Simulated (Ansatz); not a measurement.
The first iterations of a band of BFH2O2 + HO (8 atoms, charge 0, multiplicity 2).

Level of theory: Ansatz, UKS PBE0/def2-SVP.

- movable images: 9
- climbing image: yes
- spring: 5.0 eV/Å²
- optimiser: quadratic models (default)
- start path: through a guess of the saddle point
- force threshold: 0.05 eV/Å
- iteration limit: 60
- end points: relaxation not finished

Image 0:

```xyz
8
Properties=species:S:1:pos:R:3
B -0.154 -0.697 0.229
F -0.586 -1.680 1.032
O 1.180 -0.473 0.198
H 1.400 0.255 -0.391
O -1.016 -0.018 -0.564
H -1.933 -0.266 -0.412
O -0.001 0.588 2.599
H 0.387 -0.308 2.649
```

Image 10:

```xyz
8
Properties=species:S:1:pos:R:3
B 0.348 -0.237 -0.045
F -1.639 -1.034 2.170
O 1.329 0.125 -0.895
H 2.202 0.177 -0.485
O -0.933 -0.358 -0.425
H -1.515 -0.638 0.302
O -0.561 -0.338 2.763
H 0.045 -0.297 1.956
```

| iteration | highest image above the first end (eV) | largest band force component (eV/Å) |
| --- | --- | --- |
| 1 | 33.562 | 162.484 |
| 2 | 28.714 | 98.821 |
| 3 | 14.151 | 41.071 |
| 4 | 9.476 | 26.128 |
| 5 | 7.443 | 12.598 |
| 6 | 7.242 | 8.563 |
| 7 | 6.530 | 3.452 |
| 8 | 9.462 | 18.928 |
| 9 | 6.796 | 9.032 |
| 10 | 6.531 | 6.047 |
| 11 | 5.832 | 2.565 |
| 12 | 5.177 | 5.944 |
| 13 | 5.178 | 5.411 |
| 14 | 5.174 | 2.794 |
| 15 | 5.175 | 5.638 |

Problem. Does the band converge within its limit, and where does its top end?

Solution. The run was cut off at its time limit. It ended after 46 iterations with the highest image 5.239 eV above the first end. The band didn't meet its force threshold, so its energies are provisional: the largest band force was still 0.30 eV/Å, and over the last iterations the top stayed at 5.24 eV. Neighbouring images lie up to 3.2 Å apart, so the band is torn or far too coarse. The end points aren't both relaxed to the band's threshold either.

Run time: 37 min on 2 threads of Arm Neoverse V1, with other jobs on the host, peak memory 0.28 GiB.
